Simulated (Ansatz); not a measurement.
`C#C[Si](C)(F)F` + `N=C=O` → `C[Si](F)(F)N=C=O` + `C#C` at 700 K and 1 bar (ligand exchange at the Si–C bond).

Isolated molecules relaxed with PBE0-D4/def2-TZVP in Ansatz; ΔE leaves out vibrations. CBS: MP2 limit from def2 TZ/QZ plus the TZ coupled-cluster correction, frozen cores. This one scheme is used for every species. Each species was taken in one conformer, which may not be the lowest.

| species | CCSD(T)/CBS energy (Eh) | H − E (kJ/mol) | S (J/(mol·K)) |
| --- | --- | --- | --- |
| `C#C[Si](C)(F)F` | -605.33750 | 245.7 | 477.6 |
| `N=C=O` | -168.51995 | 89.3 | 283.6 |
| `C[Si](F)(F)N=C=O` | -696.65556 | 235.7 | 518.7 |
| `C#C` | -77.22717 | 102.1 | 244.4 |

H − E and S are ideal-gas, rigid-rotor, harmonic terms from PBE0-D4/def2-TZVP, for one conformer and one mirror image of each species. 1 Eh = 2625.50 kJ/mol, R = 8.31446 J/(mol·K).

Q: By hand: ΔE, ΔH, ΔS and ΔG.

A: ΔE = (-696.65556) + (-77.22717) − (-605.33750) − (-168.51995) = -0.02528 Eh = -66.4 kJ/mol. Δ(H − E) = 235.7 + 102.1 − 245.7 − 89.3 = 2.8, so ΔH = -63.6 kJ/mol. ΔS = 518.7 + 244.4 − 477.6 − 283.6 = 1.9 J/(mol·K). ΔG = -63.6 − 700 × (1.9)/1000 = -64.9 kJ/mol.

Q: By hand: the equilibrium constant, and the temperature at which ΔG would vanish if ΔH and ΔS stayed fixed.

A: log₁₀ K = −ΔG/(RT ln 10) = 4.8. ΔH and −TΔS have one sign here, so there is no such temperature. One of them is within its doubt of zero, so this could turn.

The number of gas molecules stays the same, so ΔS is small and ΔH decides. A doubt of 5 kJ/mol in ΔE shifts log₁₀ K by 0.4 here. Other conformers and mirror images would add mixing entropy, several J/(mol·K) or more a flexible species. Modes under 60 cm⁻¹, often nearly free rotors, make the harmonic entropy too high. These are equilibria of isolated gas molecules and say nothing of rates. Largest T1 diagnostic: 0.018 (customary marks: 0.02 for closed shells, 0.045 for open ones).
